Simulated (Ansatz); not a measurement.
# Interaction energy ladder

The pair of Li⁺ (SMILES [Li+], atom 1) and CH₃I (SMILES CI, atoms 2–6), both closed shells, in one local arrangement (a lower one may exist), relaxed at PBE0-D4/def2-TZVP:

Li1  (0.073, -0.415, -2.973)
C2  (-0.187, 0.041, 0.761)
I3  (1.278, 0.376, -0.772)
H4  (-0.393, -1.023, 0.791)
H5  (0.289, 0.384, 1.675)
H6  (-1.060, 0.637, 0.517)
(Å)

Computed with Ansatz 0.2.0 (basis: def2-TZVPPD, with def2-QZVPPD for the basis limit); correlated methods freeze the cores. Filled d shells of the heavier atoms are correlated. Core potentials replace the inner electrons of the atoms past krypton. The outer core shell of Li, Na, Mg and K is correlated. The def2 sets are not built for correlating such inner shells, so the correlated values are less sure here. B3LYP uses VWN-RPA correlation. Extrapolation: Hartree–Fock as exp(−7.88 √X), correlation as X^−2.97. Interaction energies count from these two fragments, frozen as in the pair, with the counterpoise correction; negative means bound.

(1) What is the interaction energy by CCSD(T) at an estimated basis limit (MP2 extrapolated from triple and quadruple zeta, plus CCSD(T) − MP2 in triple zeta)? (An estimate is asked for; the value comes from the calculation.)

(2) Which atoms make the shortest contact between the fragments?

T1 diagnostic: at most 0.008.

## Answers

(1) The calculation gives: -23.32 kcal/mol. Hartree–Fock alone gives -23.64 kcal/mol at the basis limit. It counts from the two fragments frozen as in the pair.

The same quantity by other methods in triple zeta, and each one's difference from that estimate:
| method | E_int (kcal/mol) | difference |
| --- | --- | --- |
| PBE-D4 | -25.06 | -1.75 |
| revPBE-D4 | -24.60 | -1.28 |
| BLYP-D4 | -24.94 | -1.62 |
| r2SCAN-D4 | -22.69 | 0.63 |
| B97M-V | -23.23 | 0.08 |
| PBE0-D4 | -24.81 | -1.49 |
| B3LYP-D4 | -24.90 | -1.58 |
| HSE06-D4 | -24.82 | -1.51 |
| wB97X-V | -23.76 | -0.44 |
| wB97M-V | -23.65 | -0.33 |
| B2PLYP | -23.63 | -0.32 |
| HF | -22.91 | 0.41 |
| MP2 | -21.78 | 1.54 |
| CCSD | -21.93 | 1.39 |
| CCSD(T) | -21.84 | 1.47 |
Differences are method less estimate.

(2) Li1 and I3, 2.63 Å apart.

Basis-set superposition shift (counterpoise-corrected less uncorrected): CCSD(T) 0.71; MP2 0.69; HF 0.01; PBE0-D4 0.02; wB97M-V 0.04 kcal/mol.

For scale, one of the runs: CCSD(T)/def2-TZVPPD, 169 basis functions, launched by `ansatz run in.yaml --threads 2 --pin off --events-out ev --progress --plain --max-ram 5222MiB`. Time: 27 s of wall clock on 2 CPU threads of an Intel Xeon Platinum 8375C; the host was shared. Peak host memory: 1.6 GiB.
